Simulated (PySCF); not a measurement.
Compound: C₄H₁₂Ge₂.
Bonds: Ge1–C2, C2–Ge3, Ge3–C4, C4–C5, C5–C6, C4–C6. Hydrogens: H7, H8, H9 on Ge1; H10, H11 on C2; H12, H13 on Ge3; H14 on C4; H15, H16 on C5; H17, H18 on C6.

Computed with PySCF at wB97X-D/def2-SVPD, non-relativistic, on one gas-phase PBE0-D3(BJ)/def2-SVP geometry that isn't relaxed in the solvent. The solvent is an IEF-PCM continuum (van der Waals radii × 1.2), and excitations are vertical TDDFT with non-equilibrium linear response and a frozen core. The model holds no explicit solvent molecules, cavitation or dispersion. Spin–orbit coupling is left out although an atom past zinc is present.

Gas-phase singlets (H = HOMO, L = LUMO):

```tsv
state	E (eV)	λ (nm)	f	leading configuration
S1	7.753	160	0.019	H→L 43%
S2	7.976	155	0.009	H-1→L 37%
S3	8.075	154	0.030	H→L+2 22%
S4	8.121	153	0.228	H→L+1 24%
S5	8.363	148	0.075	H→L+1 17%
```

How does the list change in acetone (ε = 20.49)?

```json
{"state": "S1", "E (eV)": "7.771", "λ (nm)": "160", "f": "0.021", "leading configuration": "H→L 40%", "change by rank (eV)": "+0.018"}
{"state": "S2", "E (eV)": "7.988", "λ (nm)": "155", "f": "0.038", "leading configuration": "H-1→L 29%", "change by rank (eV)": "+0.012"}
{"state": "S3", "E (eV)": "8.045", "λ (nm)": "154", "f": "0.473", "leading configuration": "H-1→L+2 25%", "change by rank (eV)": "-0.030"}
{"state": "S4", "E (eV)": "8.070", "λ (nm)": "154", "f": "0.003", "leading configuration": "H→L+2 31%", "change by rank (eV)": "-0.051"}
{"state": "S5", "E (eV)": "8.313", "λ (nm)": "149", "f": "0.057", "leading configuration": "H→L+2 18%", "change by rank (eV)": "-0.050"}
```

How do the frontier levels move from gas to acetone?

```tsv
orbital	gas (eV)	solvent (eV)	change (eV)	Löwdin shares, gas	Löwdin shares, solvent
LUMO+2	2.35	2.42	+0.07	Ge3 33 %, H13 10 %, C6 9 %, Ge1 9 %	Ge3 35 %, H13 12 %, H12 9 %, Ge1 9 %
LUMO+1	2.17	2.27	+0.10	Ge1 24 %, C2 13 %, Ge3 12 %, H7 8 %	Ge1 22 %, Ge3 15 %, C2 13 %, H7 8 %
LUMO	1.84	1.94	+0.10	Ge1 39 %, Ge3 15 %, H7 8 %, C2 6 %	Ge1 43 %, Ge3 13 %, H7 9 %, H8 7 %
HOMO	-9.81	-9.68	+0.13	C6 20 %, C4 18 %, C2 16 %, Ge3 14 %	C6 20 %, C4 19 %, C2 16 %, Ge3 14 %
HOMO-1	-9.90	-9.80	+0.10	Ge3 17 %, C4 16 %, C5 15 %, H13 15 %	C4 16 %, Ge3 16 %, C5 15 %, H13 14 %
HOMO-2	-10.64	-10.52	+0.12	C4 24 %, C2 16 %, C5 13 %, Ge1 12 %	C4 23 %, C2 17 %, C5 13 %, Ge1 13 %
HOMO-3	-10.75	-10.64	+0.11	Ge3 26 %, H12 24 %, C4 15 %, C2 9 %	Ge3 25 %, H12 24 %, C4 16 %, C2 8 %
```

The HOMO–LUMO gap goes from 11.66 to 11.62 eV.

Shape of the structure used: `[GeH3:1][CH2:2][GeH2:3][CH:4]1[CH2:5][CH2:6]1`: Ge1–C2–Ge3–C4 -54°, C2–Ge3–C4–C5 83°.
